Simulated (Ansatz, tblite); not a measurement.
Cost and result up the ladder for the cluster RuO2⁻ (the lowest doublet isomer of a short search) (3 atoms). The state is a doublet with charge -1. Geometry: PBE0-D4/def2-TZVPD.

```xyz
3

Ru    0.105   -0.152    0.186
O    -0.833    0.951    1.063
O     0.728   -0.799   -1.249
```

Ansatz on 4 threads of Arm Neoverse V2 on a shared host; xTB runs through tblite on one thread. Times are rough, summed over both states, and most runs start from the orbitals of an earlier one. No level here is sound enough to serve as a yardstick. The other state is a singlet.

In the def2 sets Ru takes a core potential; there is no spin–orbit coupling. The xTB rows come from tblite. The structure comes from a short search, and lower isomers may exist.

Run but left out: HF/def2-TZVPPD, MP2/def2-TZVPPD (doublet: ⟨S²⟩ 1.17, where a pure state has 0.75); r2SCAN-D4/def2-TZVPD (neutral singlet: restricted singlet with a triplet 0.02 eV lower at the same geometry); CCSD/def2-TZVPPD, CCSD(T)/def2-TZVPPD (neutral singlet: restricted singlet, unstable towards broken spin symmetry).

Raw xTB energies of ions are shifted by several eV, and xTB has no spin-polarisation term.

```
                          level  functions  wall time  vertical IE (eV)                                                                remarks
                       GFN1-xTB         17    0.002 s              7.25                                                                      –
                       GFN2-xTB         17    0.004 s              8.17                                                                      –
PBE-D4/def2-TZVPD (with forces)        120      2.1 s              2.25  HOMO above zero (-1 doublet), restricted SCF unstable in HF (singlet)
             PBE0-D4/def2-TZVPD        120      4.6 s              2.37                                restricted SCF unstable in HF (singlet)
```
